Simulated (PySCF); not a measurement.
# Radial density of Kr³²⁺ (krypton, charge +32)

UHF, [He] 2s2, closed-shell 1S. Calculation: PySCF 2.14, in an uncontracted even-tempered set (19 s from 11 bohr⁻², ratio 2.2; 8 p from 17 bohr⁻², ratio 2.4; 5 d from 52 bohr⁻², ratio 2.4; 5 f from 78 bohr⁻², ratio 2.4; 4 g from 120 bohr⁻², ratio 2.4); scalar relativity by spin-free X2C-1e.

```csv
r (bohr),4πr²ρ (e/bohr)
0.000905,0.5454
0.00152,1.339
0.00256,3.197
0.00431,7.294
0.00725,15.37
0.0122,28.20
0.0205,40.70
0.0345,38.61
0.0580,18.55
0.0976,10.36
0.164,12.81
0.276,2.968
0.464,0.04302
```

Densities and radii are taken from the X2C orbitals without a picture-change correction, which distorts them close to the nucleus.
